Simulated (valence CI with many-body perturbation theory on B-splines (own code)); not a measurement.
## E1 transitions of Pr XI

Computed by relativistic CI+MBPT: three valence electrons over a frozen Dirac-Fock core [Kr] 4d10, radial functions for each j: 7 s, 7 p, 7 d, 7 f, 4 g, 2 h, with the one-electron correlation potential Σ1, the two-electron term Σ2, the three-electron term Σ3, Breit, model QED; selected CI, second order for the rest, scaled by the run's own slope (own B-spline code, finite nucleus).

No measured levels were compared; by estimate levels hold to about 250 cm⁻¹ or 0.2 % of their energy and the worst to 1 %, as in measured heavy ions of charge 2 to 7; those with d or f electrons hold less well.

Lines 151 to 200 of 589 in falling wavelength, among levels below 426280 cm⁻¹, chosen from the strongest by gf and those to the six lowest levels. Wavelengths and rates use the calculated energies, so an error of 300 cm⁻¹ moves a line at 57.64 nm by 0.17 % and its rate by three times that or more. Electric multipoles are in the length gauge, E1 and E2 with the static RPA response of the core. Weak lines are less certain than strong ones. Lines between different terms over intervals too small for the method are left out, as are lines whose strength nearly cancels. Where a level lies close to another of its J and parity, the split of strength between their lines is uncertain. The highest levels of a list are the least certain.

Names give the largest LS component (configuration and term), which can be under half, so a name can repeat, a term be missing and a line seem to break the LS rules; names also repeat where a configuration has a term twice. Letters in brackets count levels of one name in rising energy.

```tsv
λ vac (nm)	Upper	Lower	A (s⁻¹)	S (a.u.)
57.64	4f 5p2 2G°_7/2 [a]	4f2 5s 4F_7/2 [a]	4.19e+08	3.17e-01
57.61	4f2 5s 4F_7/2 [b]	4f 5s2 2F°_7/2	9.33e+07	7.04e-02
57.59	4f 5p2 2D°_3/2 [b]	4f 5s 5p 2D_5/2 [a]	6.26e+08	2.36e-01
57.58	4f2 5p 4P°_5/2 [b]	4f 5s 5p 2D_5/2 [c]	9.41e+08	5.32e-01
57.55	4f 5p2 2F°_5/2 [b]	4f 5s 5p 4D_3/2	5.03e+08	2.84e-01
57.51	4f2 5p 2I°_11/2 [a]	4f 5s 5p 4G_11/2	2.76e+08	3.10e-01
57.49	4f 5p2 4G°_9/2	4f2 5s 2H_9/2	2.68e+08	2.52e-01
57.40	4f 5p2 2F°_7/2 [b]	4f 5s 5p 2D_5/2 [c]	3.68e+08	2.75e-01
57.32	4f 5p2 2F°_5/2 [c]	4f2 5s 2D_3/2 [b]	4.86e+08	2.71e-01
57.32	4f3 2I°_11/2	4f 5s 5p 2G_9/2 [b]	5.67e+08	6.32e-01
57.29	4f 5p2 2F°_7/2 [a]	4f 5s 5p 2F_7/2 [b]	5.10e+08	3.79e-01
57.09	4f 5p2 4F°_9/2 [a]	4f 5s 5p 4G_11/2	2.30e+09	2.12e+00
57.09	4f2 5p 2F°_5/2 [a]	4f2 5s 4F_7/2 [a]	6.66e+08	3.67e-01
57.09	4f 5p2 2G°_9/2	4f 5s 5p 2G_7/2 [b]	1.60e+09	1.47e+00
57.06	4f 5p2 4D°_7/2 [b]	4f 5s 5p 4F_9/2 [b]	1.38e+09	1.01e+00
57.04	4f 5p2 4G°_9/2	4f 5s 5p 4F_9/2 [b]	1.00e+09	9.15e-01
57.03	4f3 2D°_5/2 [a]	4f 5s 5p 2F_5/2 [b]	3.59e+08	1.97e-01
57.02	4f 5p2 4G°_5/2	4f 5s 5p 4F_5/2 [a]	1.73e+09	9.51e-01
57.01	4f 5p2 2D°_3/2 [a]	4f 5s 5p 4D_1/2	1.69e+09	6.18e-01
56.96	4f 5p2 4G°_5/2	4f 5s 5p 2F_7/2 [a]	2.27e+09	1.24e+00
56.94	4f 5p2 4D°_7/2 [b]	4f2 5s 4F_7/2 [b]	2.86e+08	2.08e-01
56.93	4f 5p2 2F°_5/2 [b]	4f2 5s 2G_7/2	5.34e+08	2.92e-01
56.91	4f 5p2 4G°_9/2	4f2 5s 4F_7/2 [b]	2.75e+08	2.51e-01
56.81	4f2 5p 4D°_3/2 [a]	4f 5s 5p 4F_5/2 [b]	1.43e+09	5.16e-01
56.56	4f 5p2 4F°_7/2	4f 5s 5p 2F_7/2 [c]	1.02e+09	7.32e-01
56.56	4f 5s 5p 2F_5/2 [b]	5s2 5p 2P°_3/2	5.68e+07	3.04e-02
56.50	4f 5p2 2F°_7/2 [a]	5s 5p2 4P_5/2	2.94e+08	2.09e-01
56.45	4f 5p2 4G°_11/2 [a]	4f2 5s 2H_11/2	3.54e+08	3.77e-01
56.42	5p3 2D°_5/2 [a]	4f 5s 5p 2F_7/2 [c]	4.63e+08	2.46e-01
56.38	5p3 4S°_3/2 [b]	4f 5s 5p 2D_5/2 [b]	9.67e+08	3.42e-01
56.37	4f2 5p 2H°_9/2 [b]	4f2 5s 2F_7/2	3.10e+08	2.74e-01
56.34	4f 5p2 4D°_7/2 [b]	4f2 5s 4F_9/2	8.46e+08	5.97e-01
56.34	4f2 5p 2G°_7/2 [a]	4f2 5s 2F_5/2	6.16e+08	4.35e-01
56.32	4f 5p2 4G°_9/2	4f2 5s 4F_9/2	7.92e+08	6.99e-01
56.26	4f 5s 5p 4F_5/2 [b]	4f 5s2 2F°_5/2	9.80e+07	5.17e-02
56.24	4f 5p2 4G°_5/2	4f 5s 5p 4F_3/2	1.67e+09	8.79e-01
56.22	4f 5p2 2F°_7/2 [a]	4f2 5s 2G_7/2	4.90e+08	3.44e-01
56.16	4f 5p2 4D°_1/2	4f 5s 5p 4D_3/2	2.16e+09	3.78e-01
56.14	5s 5p2 4P_5/2	4f 5s2 2F°_7/2	1.87e+07	9.81e-03
56.11	4f2 5p 2I°_13/2 [b]	4f2 5s 2I_11/2	1.97e+08	2.41e-01
56.09	4f 5p2 4G°_11/2 [a]	4f 5s 5p 4G_11/2	2.02e+09	2.11e+00
55.98	4f2 5p 4F°_7/2	4f2 5s 2D_5/2	2.80e+08	1.94e-01
55.88	4f 5p2 4D°_7/2 [a]	4f 5s 5p 4F_9/2 [a]	3.00e+09	2.06e+00
55.88	4f 5p2 4F°_9/2 [a]	4f 5s 5p 4F_9/2 [b]	3.37e+08	2.90e-01
55.85	4f 5p2 4F°_5/2	4f 5s 5p 2F_5/2 [b]	1.19e+09	6.13e-01
55.82	5s 5p2 2D_3/2	5s2 5p 2P°_3/2	2.89e+08	9.92e-02
55.79	4f 5p2 2P°_3/2	4f 5s 5p 2D_5/2 [b]	8.65e+08	2.97e-01
55.73	4f 5p2 4D°_5/2	4f2 5s 4F_7/2 [b]	7.00e+08	3.59e-01
55.55	4f2 5p 4H°_7/2	4f 5s 5p 4F_9/2 [a]	5.19e+08	3.51e-01
55.54	4f2 5p 4H°_9/2 [b]	4f2 5s 2G_9/2	2.76e+08	2.34e-01
```
